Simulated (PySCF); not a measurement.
# CH11NSSi3

The system: CH11NSSi3, a small molecule; neutral, singlet. The structure, one conformer, was relaxed in the gas phase by PBE0-D3(BJ)/def2-SVP. No frequency run checks that it is a minimum.

SMILES: [SiH3]NC([SiH3])([SiH3])S

```tsv
atom	x (Å)	y (Å)	z (Å)
C1	0.366	0.069	0.295
Si2	-1.187	0.077	1.420
Si3	1.188	1.778	0.477
N4	0.067	-0.153	-1.094
Si5	-0.941	-1.442	-1.721
S6	1.488	-1.186	1.087
H7	-0.802	0.660	2.738
H8	-1.692	-1.315	1.624
H9	-2.246	0.911	0.781
H10	2.379	1.758	-0.434
H11	0.259	2.860	0.027
H12	1.628	2.036	1.877
H13	0.838	0.102	-1.709
H14	-2.315	-1.288	-1.159
H15	-0.957	-1.258	-3.201
H16	-0.466	-2.825	-1.403
H17	2.645	-0.760	0.527
```

Shieldings: GIAO PBE0/pcSseg-1. Shifts are against computed references at the same level: C TMS (σ 184.4 ppm), H TMS (σ 31.27 ppm), Si TMS (σ 352.0 ppm). Core levels by delta-SCF with SCAN, pcX-2 on the ionised atom and pcseg-1 elsewhere, spin-free X2C (2p3/2 is the spin-free 2p value less a third of a first-order spin-orbit splitting); from the vacuum level, for chosen atoms.

(1) Give the shieldings and core levels atom by atom.

(2) By CAM-B3LYP/def2-SVPD (TDDFT singlets, Tamm-Dancoff triplets, ionisation by delta-SCF), where does absorption start, and what does vertical ionisation take?

Answers

(1) 
```json
{"atoms": "C1", "bonded to": "1 N + 1 S + 2 Si", "σ (ppm)": "147.1", "δ (ppm)": "37.3", "core level (eV)": "1s 291.40"}
{"atoms": "Si2", "bonded to": "1 C + 3 H", "σ (ppm)": "408.8", "δ (ppm)": "-56.8", "core level (eV)": "2p3/2 106.78"}
{"atoms": "Si3", "bonded to": "1 C + 3 H", "σ (ppm)": "392.1", "δ (ppm)": "-40.1", "core level (eV)": "2p3/2 106.79"}
{"atoms": "N4", "bonded to": "1 C + 1 Si + 1 H", "σ (ppm)": "213.7", "δ (ppm)": "-", "core level (eV)": "1s 404.64"}
{"atoms": "Si5", "bonded to": "1 N + 3 H", "σ (ppm)": "409.3", "δ (ppm)": "-57.3", "core level (eV)": "-"}
{"atoms": "S6", "bonded to": "1 C + 1 H", "σ (ppm)": "475.7", "δ (ppm)": "-", "core level (eV)": "2p3/2 169.07"}
{"atoms": "H7 H8 H9", "bonded to": "1 Si", "σ (ppm)": "26.92", "δ (ppm)": "4.34", "core level (eV)": "-"}
{"atoms": "H10 H11 H12", "bonded to": "1 Si", "σ (ppm)": "27.08", "δ (ppm)": "4.19", "core level (eV)": "-"}
{"atoms": "H13", "bonded to": "1 N", "σ (ppm)": "30.83", "δ (ppm)": "0.44", "core level (eV)": "-"}
{"atoms": "H14 H15 H16", "bonded to": "1 Si", "σ (ppm)": "26.63", "δ (ppm)": "4.64", "core level (eV)": "-"}
{"atoms": "H17", "bonded to": "1 S", "σ (ppm)": "29.02", "δ (ppm)": "2.25", "core level (eV)": "-"}
```

Values are those of this one static structure, with the three H of a rotating XH3 group averaged; atoms that internal rotation interchanges would show their mean in an NMR spectrum.

(2) The first singlet with intensity lies at 5.91 eV (f 0.002); what lies below it is dark. The lowest singlet lies at 5.46 eV (f 0.001), the strongest of the first 6 at 6.68 eV (f 0.055), the lowest triplet at 5.05 eV; vertical ionisation takes 8.92 eV.
